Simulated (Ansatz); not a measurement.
Z-matrix (Å, degrees):
```
C
Ga 1 1.965
H 1 1.092 2 110.4
H 1 1.090 2 111.6 3 121.0
H 1 1.093 2 110.0 3 -118.4
Se 2 2.321 1 118.4 3 56.0
H 2 1.565 1 126.8 3 -124.1
C 6 1.961 2 100.0 1 -0.0
H 8 1.088 6 106.7 2 -179.9
H 8 1.087 6 110.5 2 61.2
H 8 1.088 6 110.5 2 -61.1
```

Total charge 0; spin multiplicity 1.

List the ωB97M-V/def2-TZVPP orbital energies in eV (Ansatz). (Best estimate.)

Ansatz gave: Occupied: -12367.61, -10153.49, -1587.90, -1422.67, -1422.63, -1422.60, -1257.01, -1111.20, -1111.10, -1111.08, -282.04, -281.14, -217.34, -160.29, -160.15, -160.06, -154.35, -106.85, -106.62, -106.54, -60.18, -60.15, -60.07, -59.96, -59.96, -25.96, -25.84, -25.77, -25.76, -25.71, -23.54, -21.90, -19.97, -14.81, -14.40, -14.18, -13.70, -13.60, -11.79, -10.52, -9.57, -8.76. Lowest empty: 0.61, 1.69, 2.50, 2.84, 3.57, 3.88, 4.12, 4.88.
